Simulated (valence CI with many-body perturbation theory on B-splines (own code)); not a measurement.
# Forbidden lines of Sr XVI

Computed by relativistic CI+MBPT: five valence electrons over a frozen Dirac-Fock core [Ar], a basis of 7 s, 7 p, 8 d, 6 f, 4 g, 1 h functions for each j, with the one-electron correlation potential Σ1, the two-electron term Σ2, the three-electron term Σ3, Breit, model QED; selected CI, second order for the rest, scaled by the run's own slope (own B-spline code, finite nucleus).

No measured spectrum was set against this ion. As an estimate, terms of the open shell hold to 2 to 4 % of their energy, and close levels can change places. Among the levels kept, up to 320 cm⁻¹ of a level comes from second order outside the variational space, and about a tenth of that is noise between levels of different J, which matters for small intervals. The list stops below the first excitations out of the core. Only levels of the ground parity were solved; by the run's estimate the other parity begins above the list, which can be wrong where configurations are misplaced.

Lines 1 to 50 of 120 in falling wavelength, among levels below 89.605 eV, chosen from the decays that carry over 1 % of a level's rate. Wavelengths and rates use the calculated energies, so an error of 2000 cm⁻¹ moves a line at 1498 nm by 30 % and its rate by three times that or more. Electric multipoles are in the length gauge, E1 and E2 with the static RPA response of the core. Weak lines are less certain than strong ones. Lines between different terms over intervals too small for the method are left out, as are lines whose strength nearly cancels. Intervals below about 2000 cm⁻¹, as at the head of this list, are uncertain by tens of per cent. Branching is blank where the lifetime is uncertain.

Names give the largest LS component (configuration and term), which can be under half, so a name can repeat, a term be missing and a line seem to break the LS rules; names also repeat where a configuration has a term twice. Letters in brackets count levels of one name in rising energy.

```
λ vac (nm)           Upper           Lower  Type   A (s⁻¹)  Branch %
 1.877e+05     3d⁵ ⁴G_11/2      3d⁵ ⁴G_7/2    E2  1.55e-18          
      7913      3d⁵ ⁴G_9/2     3d⁵ ⁴G_11/2    M1  6.84e-02      41.3
      7592      3d⁵ ⁴G_9/2      3d⁵ ⁴G_7/2    M1  9.73e-02      58.7
      2971      3d⁵ ⁴G_7/2      3d⁵ ⁴G_5/2    M1  1.25e+00      81.3
      2533     3d⁵ ²I_13/2     3d⁵ ²I_11/2    M1  6.66e-01      17.7
      2393      3d⁵ ⁴P_1/2      3d⁵ ⁴P_3/2    M1  3.65e+00     100.0
      1530      3d⁵ ⁴D_5/2      3d⁵ ⁴D_7/2    M1  5.29e+00       1.9
      1498      3d⁵ ⁴P_5/2      3d⁵ ⁴G_5/2    M1  8.92e+00       2.0
      1349      3d⁵ ⁴F_3/2      3d⁵ ⁴F_5/2    M1  1.39e+01       5.0
      1255      3d⁵ ⁴F_5/2  3d⁵ ²F_7/2 [a]    M1  1.38e+01       8.9
      1109  3d⁵ ²G_9/2 [a]  3d⁵ ²G_7/2 [a]    M1  4.45e+00       2.2
      1077      3d⁵ ⁴P_3/2      3d⁵ ⁴G_5/2    M1  5.14e+00       1.3
     985.7      3d⁵ ⁴F_5/2  3d⁵ ²D_3/2 [a]    M1  1.18e+01       7.6
     975.6     3d⁵ ²H_11/2      3d⁵ ²H_9/2    M1  6.66e+00          
     926.7  3d⁵ ²F_7/2 [b]      3d⁵ ⁴F_9/2    M1  9.52e+00       1.8
     861.0      3d⁵ ²H_9/2      3d⁵ ⁴F_9/2    M1  1.93e+01       5.5
     833.9  3d⁵ ²F_5/2 [a]  3d⁵ ²F_7/2 [b]    M1  5.92e+00       1.1
     783.7  3d⁵ ²G_7/2 [a]      3d⁵ ⁴F_5/2    M1  2.78e+00       3.0
     739.7      3d⁵ ⁴D_1/2      3d⁵ ⁴P_1/2    M1  5.68e+01      64.3
     729.4      3d⁵ ²H_9/2  3d⁵ ²F_7/2 [a]    M1  4.65e+00       1.3
     697.8      3d⁵ ⁴D_7/2      3d⁵ ⁴P_5/2    M1  2.58e+01      47.3
     623.8  3d⁵ ²G_9/2 [a]      3d⁵ ²H_9/2    M1  4.77e+01      23.2
     612.6      3d⁵ ⁴D_7/2      3d⁵ ⁴G_9/2    M1  7.51e+00      13.7
     602.9  3d⁵ ²F_5/2 [b]      3d⁵ ⁴F_3/2    M1  3.51e+01       7.4
     593.3  3d⁵ ²G_9/2 [a]  3d⁵ ²F_7/2 [b]    M1  1.18e+01       5.7
     569.6      3d⁵ ⁴F_3/2  3d⁵ ²D_3/2 [a]    M1  2.06e+01       7.3
     566.9      3d⁵ ⁴D_7/2      3d⁵ ⁴G_7/2    M1  1.14e+01      20.9
     565.1      3d⁵ ⁴D_1/2      3d⁵ ⁴P_3/2    M1  3.15e+01      35.7
     547.8      3d⁵ ⁴D_5/2      3d⁵ ⁴P_3/2    M1  9.93e+00       3.6
     541.1  3d⁵ ²F_7/2 [b]  3d⁵ ²D_5/2 [a]    M1  4.38e+01       8.2
     536.8  3d⁵ ²G_7/2 [a]      3d⁵ ⁴F_9/2    M1  1.79e+01      19.3
     525.2  3d⁵ ²D_5/2 [a]      3d⁵ ⁴D_5/2    M1  1.18e+01       1.5
     524.2  3d⁵ ²F_5/2 [b]  3d⁵ ²F_7/2 [b]    M1  5.06e+01      10.7
     500.8      3d⁵ ⁴D_3/2      3d⁵ ⁴P_3/2    M1  5.18e+01      20.0
     482.5  3d⁵ ²G_7/2 [a]  3d⁵ ²F_7/2 [a]    M1  3.11e+01      33.7
     479.3      3d⁵ ⁴D_5/2      3d⁵ ⁴P_5/2    M1  1.10e+01       4.0
     476.0      3d⁵ ⁴D_7/2      3d⁵ ⁴G_5/2    M1  1.66e+00       3.0
     457.4     3d⁵ ²H_11/2      3d⁵ ⁴F_9/2    M1  1.14e+01          
     442.9      3d⁵ ⁴D_3/2      3d⁵ ⁴P_5/2    M1  1.14e+01       4.4
     416.7  3d⁵ ²F_5/2 [b]      3d⁵ ⁴F_5/2    M1  1.41e+01       3.0
     413.7      3d⁵ ⁴D_5/2      3d⁵ ⁴G_7/2    M1  9.65e+00       3.5
     405.9  3d⁵ ²F_7/2 [a]      3d⁵ ⁴D_5/2    M1  8.99e+00       8.4
     402.0  3d⁵ ²F_5/2 [a]  3d⁵ ²F_7/2 [a]    M1  7.65e+00       1.4
     391.0  3d⁵ ²D_5/2 [a]      3d⁵ ⁴D_7/2    M1  1.65e+01       2.1
     379.9  3d⁵ ²G_7/2 [a]  3d⁵ ²D_5/2 [a]    M1  2.64e+00       2.9
     371.3      3d⁵ ²H_9/2     3d⁵ ²I_11/2    M1  2.05e+01       5.8
     369.6  3d⁵ ²F_5/2 [a]  3d⁵ ²D_3/2 [a]    M1  5.39e+01      10.2
     363.1      3d⁵ ⁴D_5/2      3d⁵ ⁴G_5/2    M1  5.45e+00       2.0
     361.7  3d⁵ ²G_9/2 [a]      3d⁵ ⁴F_9/2    M1  9.96e+00       4.8
     341.8      3d⁵ ⁴D_3/2      3d⁵ ⁴G_5/2    M1  1.13e+01       4.3
```
